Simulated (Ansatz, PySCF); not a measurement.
The pair A = CH4 (SMILES C) (first 5 atoms), B = CH3F (SMILES CF); geometry from B3LYP-D3(BJ)/def2-TZVP.
(charge 0, multiplicity 1):
```tsv
atom	x (Å)	y (Å)	z (Å)
C	0.0274	-0.0082	0.1295
H	-0.2148	-1.0669	0.2192
H	-0.3778	0.5329	0.9827
H	1.1098	0.1145	0.0998
H	-0.4041	0.3825	-0.7910
C	0.2279	-0.5847	3.7613
F	-0.4589	0.6128	3.5942
H	-0.4500	-1.4110	3.5447
H	1.0730	-0.6035	3.0727
H	0.5787	-0.6448	4.7922
```

Correlated levels freeze the cores. CBS(a, b) extrapolates the correlation energy as X⁻³ and adds the Hartree–Fock energy of set b. MP2 and its Hartree–Fock in aug-cc-pVTZ are density fitted.

Run with Ansatz (a quantum-chemistry and plane-wave program) with Gaussian orbitals; PySCF for the dispersion terms. 

The monomers are drawn apart, rigid, along the line of their centres of mass. Counterpoise-corrected interaction energies (kcal/mol):

| level | R = 4.593 Å | R = 5.638 Å |
|---|---|---|
| PBE/def2-TZVPPD | -0.2088 | -0.0477 |
| PBE-D3(BJ)/def2-TZVPPD | -0.4264 | -0.1145 |
| wB97M-V/def2-TZVPPD | -0.3201 | -0.1002 |
| MP2/CBS(aug-cc-pVDZ, aug-cc-pVTZ) + ΔCCSD(T)/aug-cc-pVDZ | -0.3219 | -0.0957 |

Problem. R is the distance of the centres of mass. Find the local exponent m of E ∝ R⁻ᵐ between the two points.

Solution. 
m = ln(E₁/E₂)/ln(R₂/R₁): PBE/def2-TZVPPD 7.2; PBE-D3(BJ)/def2-TZVPPD 6.4; wB97M-V/def2-TZVPPD 5.7; MP2/CBS(aug-cc-pVDZ, aug-cc-pVTZ) + ΔCCSD(T)/aug-cc-pVDZ 5.9. For scale, two fixed dipoles give m = 3, dipole and quadrupole 4, quadrupoles 5, and dispersion or dipole-induced dipole 6 at long range; at these distances several terms mix, and what is left of overlap and damping shifts m, so it need not match one of them.
